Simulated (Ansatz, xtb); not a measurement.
**C7H3N2P: which of two isomers lies lower**

Structure a: `N#CC1=CC=CC(C#N)=P1`, a singlet. Structure b: `N#CC1=CP=C(C#N)C=C1`, a singlet. Both are isolated molecules in the gas phase, relaxed with B3LYP-D3(BJ)/def2-SVP.

Energies in hartree; the thermal terms are from GFN2-xTB frequencies at re-optimised GFN2-xTB minima (ideal gas, soft modes damped towards free rotors, one conformer each, 298.15 K, 1 atm) and include the zero-point energy:

|  | a | b |
| --- | --- | --- |
| E, CCSD(T)/def2-SVP | −717.433107 | −717.432611 |
| E, MP2/def2-SVP | −717.337101 | −717.337392 |
| E, MP2/def2-TZVPP | −718.153654 | −718.154134 |
| zero-point energy | 0.078834 | 0.078709 |
| H(298 K) − E | 0.088675 | 0.088524 |
| G(298 K) − E | 0.044968 | 0.044253 |

Problem. Correct the CCSD(T) difference for the basis set by the MP2 change, then work out ΔE, ΔE₀, ΔH and ΔG for a → b in kJ/mol (1 Eh = 2625.50 kJ/mol) and the equilibrium ratio [b]/[a].

Solution. 1. Differences b − a: CCSD(T) +0.000496, MP2 in the small set −0.000291, MP2 in the large set −0.000480 Eh.
2. ΔE = +0.000496 + (−0.000480 − (−0.000291)) = +0.000307 Eh = +0.81 kJ/mol.
3. ΔE₀ = ΔE + ΔZPE = +0.000307 + (−0.000125) Eh = +0.48 kJ/mol.
4. ΔH = ΔE + (−0.000151) Eh = +0.41 kJ/mol.
5. ΔG = ΔE + (−0.000715) Eh = −1.07 kJ/mol, so ΔS = (ΔH − ΔG)/T = +5.0 J/(mol K).
6. kT = 0.9442 mEh, so K = [b]/[a] = exp(−ΔG/kT) = exp(+0.43) ≈ 1.5.

The two are too close for this level to say which is favoured. An error of 4 kJ/mol in ΔG would change K by a factor of 5. Mirror images and further conformers aren't counted.

As drawn, both hold the same kinds of bond in the same numbers.

Other levels gave ΔE = +2.5 (GFN2-xTB); +7.7 (HF/STO-3G, GFN2-xTB geometries); +2.5 (r2SCAN-D4/def2-SVP, GFN2-xTB geometries); +2.3 (B3LYP-D3(BJ)/def2-SVP); +3.0 (HF/def2-SVP); −0.8 (MP2/def2-SVP); +1.3 (CCSD(T)/def2-SVP) kJ/mol. The correlated steps freeze 14 core orbitals. Programs: Ansatz 0.2.0, xtb 6.7.1.
